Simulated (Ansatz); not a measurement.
Breaking the C2–H3 bond in CH5GeN (SMILES [CH3][Ge][NH2]) (multiplicity 1 held, fragments rigid). Energies count from the point at 1.091 Å.
Geometry at that point (charge 0, multiplicity 1):
```xyz
8

Ge    -0.217    -0.010     0.445
C      0.730     1.396    -0.651
H      0.391     2.397    -0.381
H      0.594     1.250    -1.725
H      1.801     1.341    -0.430
N     -0.036    -1.355    -0.786
H      0.403    -1.265    -1.691
H     -0.370    -2.290    -0.613
```

U- levels take the lowest unrestricted solution at each point, which mixes spins at long bonds. Active spaces are followed from a long bond inwards. Levels need not reach the same state.

Cores are frozen in the correlated methods. Filled d and f shells under p-block atoms count as core.

The values were computed with Ansatz (Gaussian basis) for Hartree–Fock, density functionals and correlated methods. 

Energies in kcal/mol.

```json
[
 {"R (Å)": "0.873", "U-SCS-MP2/cc-pVDZ": "33.7", "U-CCSD(T)/cc-pVDZ": "33.9", "CASSCF(2,2)/cc-pVDZ": "34.5", "FIC-NEVPT4(SD) on CASSCF(2,2)/cc-pVDZ": "33.9", "FIC-MRCISD+Q on CASSCF(2,2)/cc-pVDZ": "33.8"},
 {"R (Å)": "0.982", "U-SCS-MP2/cc-pVDZ": "___", "U-CCSD(T)/cc-pVDZ": "7.6", "CASSCF(2,2)/cc-pVDZ": "8.0", "FIC-NEVPT4(SD) on CASSCF(2,2)/cc-pVDZ": "7.6", "FIC-MRCISD+Q on CASSCF(2,2)/cc-pVDZ": "7.5"},
 {"R (Å)": "1.091", "U-SCS-MP2/cc-pVDZ": "0.0", "U-CCSD(T)/cc-pVDZ": "0.0", "CASSCF(2,2)/cc-pVDZ": "0.0", "FIC-NEVPT4(SD) on CASSCF(2,2)/cc-pVDZ": "0.0", "FIC-MRCISD+Q on CASSCF(2,2)/cc-pVDZ": "0.0"},
 {"R (Å)": "1.200", "U-SCS-MP2/cc-pVDZ": "2.9", "U-CCSD(T)/cc-pVDZ": "2.7", "CASSCF(2,2)/cc-pVDZ": "2.1", "FIC-NEVPT4(SD) on CASSCF(2,2)/cc-pVDZ": "2.7", "FIC-MRCISD+Q on CASSCF(2,2)/cc-pVDZ": "2.7"},
 {"R (Å)": "1.309", "U-SCS-MP2/cc-pVDZ": "11.2", "U-CCSD(T)/cc-pVDZ": "10.7", "CASSCF(2,2)/cc-pVDZ": "9.3", "FIC-NEVPT4(SD) on CASSCF(2,2)/cc-pVDZ": "10.7", "FIC-MRCISD+Q on CASSCF(2,2)/cc-pVDZ": "10.7"},
 {"R (Å)": "1.473", "U-SCS-MP2/cc-pVDZ": "28.1", "U-CCSD(T)/cc-pVDZ": "26.9", "CASSCF(2,2)/cc-pVDZ": "24.1", "FIC-NEVPT4(SD) on CASSCF(2,2)/cc-pVDZ": "26.8", "FIC-MRCISD+Q on CASSCF(2,2)/cc-pVDZ": "26.9"},
 {"R (Å)": "1.637", "U-SCS-MP2/cc-pVDZ": "46.3", "U-CCSD(T)/cc-pVDZ": "43.9", "CASSCF(2,2)/cc-pVDZ": "39.7", "FIC-NEVPT4(SD) on CASSCF(2,2)/cc-pVDZ": "43.7", "FIC-MRCISD+Q on CASSCF(2,2)/cc-pVDZ": "43.8"},
 {"R (Å)": "1.909", "U-SCS-MP2/cc-pVDZ": "85.5", "U-CCSD(T)/cc-pVDZ": "69.6", "CASSCF(2,2)/cc-pVDZ": "62.2", "FIC-NEVPT4(SD) on CASSCF(2,2)/cc-pVDZ": "68.2", "FIC-MRCISD+Q on CASSCF(2,2)/cc-pVDZ": "68.4"},
 {"R (Å)": "2.182", "U-SCS-MP2/cc-pVDZ": "100.9", "U-CCSD(T)/cc-pVDZ": "88.9", "CASSCF(2,2)/cc-pVDZ": "78.4", "FIC-NEVPT4(SD) on CASSCF(2,2)/cc-pVDZ": "86.0", "FIC-MRCISD+Q on CASSCF(2,2)/cc-pVDZ": "86.2"},
 {"R (Å)": "2.510", "U-SCS-MP2/cc-pVDZ": "107.7", "U-CCSD(T)/cc-pVDZ": "103.2", "CASSCF(2,2)/cc-pVDZ": "90.1", "FIC-NEVPT4(SD) on CASSCF(2,2)/cc-pVDZ": "99.0", "FIC-MRCISD+Q on CASSCF(2,2)/cc-pVDZ": "99.1"},
 {"R (Å)": "2.946", "U-SCS-MP2/cc-pVDZ": "___", "U-CCSD(T)/cc-pVDZ": "109.3", "CASSCF(2,2)/cc-pVDZ": "97.0", "FIC-NEVPT4(SD) on CASSCF(2,2)/cc-pVDZ": "106.8", "FIC-MRCISD+Q on CASSCF(2,2)/cc-pVDZ": "106.8"},
 {"R (Å)": "3.492", "U-SCS-MP2/cc-pVDZ": "___", "U-CCSD(T)/cc-pVDZ": "110.6", "CASSCF(2,2)/cc-pVDZ": "99.5", "FIC-NEVPT4(SD) on CASSCF(2,2)/cc-pVDZ": "109.6", "FIC-MRCISD+Q on CASSCF(2,2)/cc-pVDZ": "109.7"}
]
```

**Question.** Some entries are withheld; supply them.

**Answer.** 
- 0.982, U-SCS-MP2/cc-pVDZ: 7.4
- 3.492, U-SCS-MP2/cc-pVDZ: 111.3
- 2.946, U-SCS-MP2/cc-pVDZ: 110.5

Doubts at one or more of the structures used: a spin-contaminated determinant (U-SCS-MP2/cc-pVDZ, U-CCSD(T)/cc-pVDZ); T1 above 0.05 (U-CCSD(T)/cc-pVDZ).

Ansatz is a program for electronic structure.
